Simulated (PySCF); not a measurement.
Computed IR spectrum (relative IR intensity) of a molecule C3H3F3. Geometry: PBE-D3(BJ)/def2-SVP. The values are those of a single conformer. Computed with PBE-D3(BJ)/def2-SVP run with PySCF 2.14.0. No scaling factor is applied to the harmonic values.

```tsv
ν (cm⁻¹)	relative intensity
473	5.1
595	3.7
724	12
814	8.2
852	5.1
969	13
974	16
1028	31
1078	6.7
1164	43
1241	100
1295	49
1476	66
3082	5.3
```

Q: Which structure fits?
A) CC(F)=C(F)F
B) C=C(F)C(F)F
C) F[C@H]1CC1(F)F
D) F/C=C\C(F)F

A: C, F[C@H]1CC1(F)F
